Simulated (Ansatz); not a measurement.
C$_{4}$H$_{9}$F$_{3}$OSn (`CC(C)(C)[O][Sn]([F])([F])[F]`) at its PBE0-D4/def2-TZVP geometry, where that method's forces vanish. Charge 0, multiplicity 1. Sn takes the def2 core potential.

```tsv
atom	x (Å)	y (Å)	z (Å)
C1	-1.213	0.449	1.563
C2	-0.175	0.147	0.495
C3	0.652	1.381	0.178
C4	0.708	-1.016	0.910
O5	-0.960	-0.223	-0.660
Sn6	-0.189	-0.720	-2.341
F7	0.862	0.621	-3.168
F8	-1.601	-1.111	-3.525
F9	0.921	-2.253	-2.291
H10	-0.723	0.745	2.493
H11	-1.865	1.262	1.239
H12	-1.826	-0.432	1.755
H13	0.011	2.195	-0.162
H14	1.197	1.716	1.064
H15	1.392	1.178	-0.603
H16	1.254	-0.777	1.824
H17	0.106	-1.908	1.090
H18	1.448	-1.253	0.139
```

For each bond, give half the difference of the two atoms' forces along it (eV/Å; positive pushes the atoms apart) under PBE-D4, r2SCAN-D4, B3LYP-D4, ωB97M-V in def2-TZVPP. (An estimate is asked.)

Ansatz gave: 
| bond | length (Å) | PBE-D4 | r2SCAN-D4 | B3LYP-D4 | ωB97M-V |
| --- | --- | --- | --- | --- | --- |
| C1–C2 | 1.519 | 0.08 | 0.09 | 0.09 | 0.02 |
| C1–H10 | 1.092 | 0.10 | -0.03 | -0.07 | -0.08 |
| C1–H11 | 1.091 | 0.08 | -0.04 | -0.08 | -0.05 |
| C2–C3 | 1.519 | -0.03 | 0.02 | 0.10 | 0.09 |
| C2–O5 | 1.445 | 0.18 | 0.23 | 0.19 | 0.18 |
| C3–H13 | 1.091 | 0.10 | -0.03 | -0.07 | -0.06 |
| C3–H14 | 1.092 | 0.09 | -0.03 | -0.07 | -0.06 |
| C3–H15 | 1.095 | 0.10 | -0.03 | -0.09 | -0.06 |
| C4–H16 | 1.092 | 0.09 | -0.03 | -0.07 | -0.06 |
| C4–H18 | 1.095 | 0.10 | -0.03 | -0.09 | -0.06 |
| O5–Sn6 | 1.915 | 0.22 | 0.07 | 0.03 | -0.13 |
| Sn6–F7 | 1.893 | 0.40 | 0.08 | 0.20 | 0.01 |
| Sn6–F8 | 1.884 | 0.44 | 0.10 | 0.19 | 0.02 |
| Sn6–F9 | 1.893 | 0.40 | 0.08 | 0.20 | 0.01 |

B3LYP here is the variant with VWN-RPA as its local correlation; programs differ in this.
